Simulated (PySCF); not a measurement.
Start geometry of `CC(C)[C@H](C)[SiH2]N(C)C` from GFN2-xTB (Å):
```
atom  x, y, z in Å
C1    -1.9139   -1.0469    0.9020
C2    -1.3064    0.2913    0.4577
C3    -2.3658    1.4107    0.4836
C4    -0.5817    0.1989   -0.9184
C5    -1.5117   -0.4134   -2.0051
Si6    1.0327   -0.7515   -0.8675
N7     2.0183   -0.1270    0.4073
C8     3.1398   -0.8797    0.9032
C9     2.2031    1.2972    0.6136
H10   -1.2159   -1.8339    0.8424
H11   -2.8013   -1.2682    0.2850
H12   -2.2689   -0.9464    1.9357
H13   -0.5549    0.5599    1.1831
H14   -1.9162    2.3720    0.2312
H15   -2.7737    1.4934    1.4909
H16   -3.1591    1.2223   -0.1933
H17   -0.3976    1.2359   -1.2325
H18   -2.4774    0.1101   -2.0469
H19   -1.0279   -0.3285   -2.9629
H20   -1.7144   -1.4549   -1.8040
H21    0.8483   -2.1735   -0.5418
H22    1.6420   -0.6989   -2.2247
H23    3.2939   -0.6385    1.9423
H24    2.9124   -1.9434    0.8054
H25    4.0648   -0.6724    0.3657
H26    3.0868    1.6641    0.0657
H27    1.3394    1.8235    0.2444
H28    2.3410    1.5172    1.6703
```

Q: What comes out of this run: PySCF, PBE0-D3(BJ)/def2-SVP geometry optimisation, gas phase?

A: 
```
atom  x, y, z in Å
C1    -1.7738   -0.5484    1.1070
C2    -1.3246    0.8095    0.5757
C3    -2.4665    1.8205    0.6351
C4    -0.6960    0.7303   -0.8314
C5    -1.6005    0.1386   -1.9145
Si6    0.9816   -0.1524   -0.8473
N7     2.0101    0.4432    0.4261
C8     2.9374   -0.4026    1.1314
C9     2.3225    1.8464    0.5146
H10   -0.9534   -1.2837    1.1031
H11   -2.5996   -0.9649    0.5083
H12   -2.1348   -0.4606    2.1433
H13   -0.5283    1.1718    1.2509
H14   -2.1384    2.8176    0.3011
H15   -2.8522    1.9213    1.6620
H16   -3.3133    1.5162   -0.0018
H17   -0.4578    1.7691   -1.1346
H18   -2.5652    0.6667   -1.9819
H19   -1.1275    0.2052   -2.9071
H20   -1.8216   -0.9254   -1.7324
H21    0.8596   -1.6261   -0.6194
H22    1.5484    0.0424   -2.2302
H23    2.9810   -0.1306    2.2034
H24    2.6268   -1.4559    1.0698
H25    3.9731   -0.3343    0.7374
H26    3.3007    2.1010    0.0559
H27    1.5548    2.4543    0.0107
H28    2.3604    2.1794    1.5692
```

The energy falls by 24.7 kJ/mol over 8 energy and gradient evaluations, the largest force component goes from 0.0372 to 4.3e-04 Eh/bohr, and the atoms move by 0.218 Å rms after alignment. The bond that changes most is C1–H10 (methyl carbon to methyl hydrogen), which lengthens by 0.048 Å. Bonds longer at the end by more than 0.005 Å: 18 of 27; shorter: 5. Among the angles that change most is Si6–C4–H17, from 110.0° to 104.1°. Among the dihedrals that turn most is H22–Si6–N7–C8, from -75° to -95°. Rotational constants go from 1935, 800.2, 722.8 to 1878, 798.0, 733.3 MHz. The orientation of the end geometry is arbitrary; only internal coordinates are fixed.

The run used 225 basis functions and 52 SCF cycles in all. The run took 9.9 min wall on one thread of an Intel Xeon at 2.50 GHz, no GPU, shared host with 64 logical CPUs at a one-minute load of 62, and the process peaked at 1.1 GiB of memory.

Whether it is a minimum is left open (no frequencies). One conformer, not necessarily the lowest.
